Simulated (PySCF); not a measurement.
Predicted microwave data (CAM-B3LYP/def2-SVPD in PySCF (dipole) on a GFN2-xTB geometry, gas phase) for one isomer of C5H11PSi:

```
Rotational constants : A = 2500, B = 1115, C = 842.8 MHz
Dipole components    : |μa| = 0.34 D, |μb| = 0.40 D, |μc| = 0.24 D
Inertial defect      : -55.71 u·Å²
κ                    : -0.67
```

Task: Which structure is it? (One computed conformer of each.)
A. `[CH3:1][C:2]1=[CH:3][CH2:4][Si@@H:5]([PH2:6])[CH2:7]1` with C4–Si5–P6–H -170° and -77°
B. `[CH2:1]=[CH:2][CH:3]([CH:4]=[CH2:5])[SiH2:6][PH2:7]` with C1–C2–C3–C4 145°, C2–C3–C4–C5 -137°, C2–C3–Si6–P7 53°, C3–Si6–P7–H 73° and 166°
C. `[CH3:1][C:2]#[C:3][Si:4]([CH3:5])([CH3:6])[PH2:7]` with C3–Si4–P7–H 46° and -46°
D. `[CH2:1]=[CH:2][Si:3]1([PH2:4])[CH2:5][CH2:6][CH2:7]1` with C1–C2–Si3–P4 1°, C2–Si3–P4–H -48° and 45°, C2–Si3–C5–C6 100°, Si3–C5–C6–C7 13°, C5–C6–C7–Si3 -13°, C2–Si3–C7–C6 -100°

Result: B. It is C=CC(C=C)[SiH2]P, an asymmetric top, point group C1. The candidates at the same level (rigid rotor, commonest isotopes):

```
            SMILES  A (MHz)  B (MHz)  C (MHz)  μa (D)  μb (D)  μc (D)  Δ (u·Å²)  point group                        rotor
   C=C[Si]1(P)CCC1     2058     1422     1004    0.27    1.09    0.01    -97.62            –               asymmetric top
   CC#C[Si](C)(C)P     2113    915.9    816.7    1.83    0.43    0.00   -172.15           Cs               asymmetric top
  C=CC(C=C)[SiH2]P     2500     1115    842.8    0.34    0.40    0.24    -55.71           C1               asymmetric top
CC1=CC[Si@@H](P)C1     3642    988.6    881.7    0.42    0.02    0.58    -76.76           C1  near-prolate asymmetric top
```

`CC#C[Si](C)(C)P` has B 18 % too low; `C=C[Si]1(P)CCC1` has B 28 % too high; `CC1=CC[Si@@H](P)C1` has A 46 % too high. No structure here is proved a minimum.
